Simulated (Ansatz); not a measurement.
Species: sum formula TaO2Cl, net charge 0, singlet state. 
Geometry from a B3LYP-D3(BJ)/def2-TZVP (Ansatz, a first-principles code) optimisation:
SMILES: [Cl][Ta](=[O])=[O]
```xyz
4

Ta     0.1890     0.0176     0.2447
O      1.5380    -0.8036    -0.4778
O     -0.6382    -1.1506     1.2281
Cl    -1.2352     0.8438    -1.4040
```
Charge 0, spin multiplicity 1.

Total electronic energies in hartree. Cores are frozen in the correlated levels unless marked. Spin-orbit coupling is left out. Frozen are the shells of the preceding noble gas and the d and f shells that filled before the atom's block. In def2 rows, elements after Kr have scalar-relativistic effective core potentials. CBS marks a two-point X^-3 extrapolation of the correlation energy; Hartree-Fock from the larger set. The bracket is a focal-point correction in the basis named.

The T1 diagnostic of CCSD in the largest basis is 0.027, which is high, so the coupled-cluster rows are less sure than usual.

```csv
level,program,energy (Eh)
HF/def2-SVP,Ansatz,-665.43205
HF/def2-SVPD,Ansatz,-665.45183
RI-HF/def2-QZVPPD,Ansatz,-665.82925
SVWN5/def2-TZVPD,Ansatz,?
PBE-D3(BJ)/def2-TZVPD,Ansatz + dftd3,?
BLYP-D4/def2-TZVPD,Ansatz + dftd4,-667.88798
revPBE-D4/def2-TZVPD,Ansatz + dftd4,-667.84848
r2SCAN/def2-TZVPD,Ansatz,-667.82784
PBE0/def2-SVP,Ansatz,?
BHLYP/def2-TZVPD,Ansatz,-667.67481
LC-wPBE/def2-TZVPD,Ansatz,-667.67389
wB97X-V/def2-TZVPD,Ansatz,-667.72846
wB97X/def2-TZVPD,Ansatz,-667.85258
RPA@PBE/def2-TZVPP,Ansatz,-667.01291
"RI-MP2/CBS(def2-TZVPPD,def2-QZVPPD)+[CCSD(T)-MP2]/def2-TZVPPD",Ansatz,-666.8260
```

### Question
Complete the blanks.

### Answer

- SVWN5/def2-TZVPD, energy (Eh): -665.26621
- PBE-D3(BJ)/def2-TZVPD, energy (Eh): -667.60416
- PBE0/def2-SVP, energy (Eh): -667.20741
